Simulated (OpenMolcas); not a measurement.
**B2+: effect of the basis set**

| Quantity | Value |
| --- | --- |
| Program | OpenMolcas 26.06 |
| Method | XMS-CASPT2, IPEA 0.25 Eh, imaginary shift 0.1 Eh (closed shells correlated: 1s) |
| Active space | 1 electron in 4 orbitals (2s 2p) |
| State averaging | 2S+1 = 2 even, 1 root; 2S+1 = 2 odd, 3 roots |
| Spin-orbit coupling | RASSI with atomic mean-field integrals over the reference wave functions, term energies averaged over their components |

A. ANO-RCC-VDZP [3s2p1d], DKH2, point nucleus; CASPT2 step of the order of 0.8 core-seconds
B. ANO-RCC-VTZP [4s3p2d1f], DKH2, point nucleus; CASPT2 step of the order of 0.9 core-seconds
C. ANO-R2 [4s4p2d1f], X2C, finite nucleus; CASPT2 step of the order of 0.6 core-seconds

Energies in cm-1 above 2s 2S 1/2, the measured ground level; measured values from Moore, Atomic Energy Levels, vol. I, NSRDS-NBS 35 (1971 reprint of NBS Circular 467, 1949).

| Level | A | B | C | Measured |
| --- | --- | --- | --- | --- |
| 2s 2S 1/2 | 0.0 | 0.0 | 0.0 | 0.0 |
| 2p 2P* 1/2 | 48967 | 48709 | 48725 | 48358 |
| 2p 2P* 3/2 | 48998 | 48739 | 48754 | 48393 |

Deviations, from unrounded energies. A percentage is the sum of absolute deviations over the sum of measured energies, with the sign that they share, or ± where signs differ.

```csv
Against measurement,Levels,A,B,C
mean absolute deviation (cm-1),2,610,350,360
other configurations (%),2,+1.3,+0.7,+0.8
```

B, C lie about equally close to measurement and A furthest from it. The largest miss of B in the table is 2p 2P* 1/2, by +350 cm-1. The ranking rests on the paired levels alone, and a cruder setting can come out closer through cancelling errors.

Among A to C the level of the table that moves most is 2p 2P* 3/2, by 260 cm-1 (lowest in B, highest in A).

With one active electron, CASPT2 adds the correlation within the correlated inactive shells and between them and that electron, and leaves the splitting within a term as the reference gives it. Measured partners are found by configuration, term and J. A level has none where our copy of the source lacks it or the pairing is in doubt (some pairs that miss far off the trend of their configuration count as doubtful), and it then counts in no deviation. Levels of configurations outside the active space are missing.

* marks odd parity.
